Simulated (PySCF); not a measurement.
One molecule, one basis, several functionals.

C₃H₁₁NOSi.
SMILES: `CO[SiH2]N(C)C`

Torsions of this conformer, `[CH3:1][O:2][SiH2:3][N:4]([CH3:5])[CH3:6]`: C1–O2–Si3–N4 -176°, O2–Si3–N4–C5 -84°.

PySCF, pcSseg-1 basis, density fitting, gas phase, PBE0-D3(BJ)/def2-SVP geometry. One functional is left out:

```
functional  exact exchange (%)  HOMO energy (eV)  LUMO energy (eV)  dipole moment (D)
     B97-D                   0             -5.19              0.59              0.097
      BLYP                   0             -5.07              0.50              0.100
      BP86                   0             -5.30              0.40              0.128
       LDA                   0             -5.30              0.13              0.131
      OPBE                   0             -5.20              0.72              0.146
       PBE                   0             -5.21              0.41              0.134
     B3LYP                  20             -6.28              1.01              0.099
     B97-2                  21             -6.27              1.32              0.107
  mPW1PW91                  25             -6.55              1.32              0.110
 BHandHLYP                  50             -7.76              2.06              0.171
```

Question: Predict the row of PBE0 (25 % exact exchange) by straight lines through the other rows, and check it.

Answer: 
```tsv
property	line	computed	computed − line	mPW1PW91 (25 %), for comparison
HOMO energy (eV)	-6.50	-6.52	-0.02	-6.55
LUMO energy (eV)	1.28	1.28	0.00	1.32
dipole moment (D)	0.129	0.105	-0.024	0.110
```

Question: Which of these properties follows the share of exact exchange most closely, and which least?

Answer: Most closely the HOMO energy, least the dipole moment; the correlations over the tabulated rows are HOMO energy -0.997, LUMO energy 0.959, dipole moment 0.362. The HOMO energy moves by -0.514 eV for every 10 %. Functionals with the same share still differ in their other parts: at 0 % BLYP and BP86 differ by 0.23 eV in it.
